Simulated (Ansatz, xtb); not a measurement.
**Ligand exchange: C3H6S + BH(CH3)(SiH3) → C3H8Si + BH(CH3)(SH)**

Species: C3H6S `C=CCS`, singlet; BH(CH3)(SiH3), singlet; C3H8Si (prop-2-enylsilane) `C=CC[SiH3]`, singlet; BH(CH3)(SH), singlet. The partners trade SH for SiH3: C–SH and B–SiH3 bonds give way to C–SiH3 and B–SH.

Shapes, held fixed at every level: PBE0-D4/def2-TZVP. Flexible molecules stand in one conformer, not always the lowest. Programs: Ansatz 0.2.0, xtb 6.7.1. Electronic energies: no zero-point or thermal term.

```json
{"level": "GFN1-xTB", "kind": "semi-empirical", "ΔE (kJ/mol)": "-142.3", "less CCSD(T)/CBS estimate": "+18.8", "CPU time (sum over the molecules)": "0.12 s"}
{"level": "PBE-D4/def2-TZVPP", "kind": "GGA", "ΔE (kJ/mol)": "-156.4", "less CCSD(T)/CBS estimate": "+4.7", "CPU time (sum over the molecules)": "18 s"}
{"level": "r2SCAN-D4/def2-TZVPP", "kind": "meta-GGA", "ΔE (kJ/mol)": "-163.7", "less CCSD(T)/CBS estimate": "-2.6", "CPU time (sum over the molecules)": "31 s"}
{"level": "B3LYP-D4/def2-TZVPP", "kind": "global hybrid", "ΔE (kJ/mol)": "-158.5", "less CCSD(T)/CBS estimate": "+2.6", "CPU time (sum over the molecules)": "29 s"}
{"level": "PBE0-D4/def2-TZVPP", "kind": "global hybrid", "ΔE (kJ/mol)": "-158.9", "less CCSD(T)/CBS estimate": "+2.2", "CPU time (sum over the molecules)": "19 s"}
{"level": "B2PLYP/def2-TZVPP", "kind": "double hybrid", "ΔE (kJ/mol)": "-161.4", "less CCSD(T)/CBS estimate": "-0.3", "CPU time (sum over the molecules)": "35 s"}
{"level": "CCSD(T)/def2-TZVPP", "kind": "coupled cluster or CI", "ΔE (kJ/mol)": "-162.1", "less CCSD(T)/CBS estimate": "-1.0", "CPU time (sum over the molecules)": "7.6 min"}
{"level": "CCSD/def2-TZVPP", "kind": "coupled cluster or CI", "ΔE (kJ/mol)": "-160.3", "less CCSD(T)/CBS estimate": "+0.8", "CPU time (sum over the molecules)": "–"}
{"level": "CCSD(T)/CBS estimate", "kind": "coupled cluster or CI", "ΔE (kJ/mol)": "-161.1", "less CCSD(T)/CBS estimate": "0.0", "CPU time (sum over the molecules)": "9.9 min"}
```

The highest level, CCSD(T)/CBS estimate, gives ΔE = -161.1 kJ/mol; the levels span -163.7 to -142.3. The column of differences is taken from that level and isn't an error. No measured value is set beside it here. The CBS estimate extrapolates MP2 from def2-TZVPP and def2-QZVPP and adds CCSD(T) − MP2 in the triple-zeta set, cores frozen. Times are processor times on shared x86 and Arm servers, and rough.
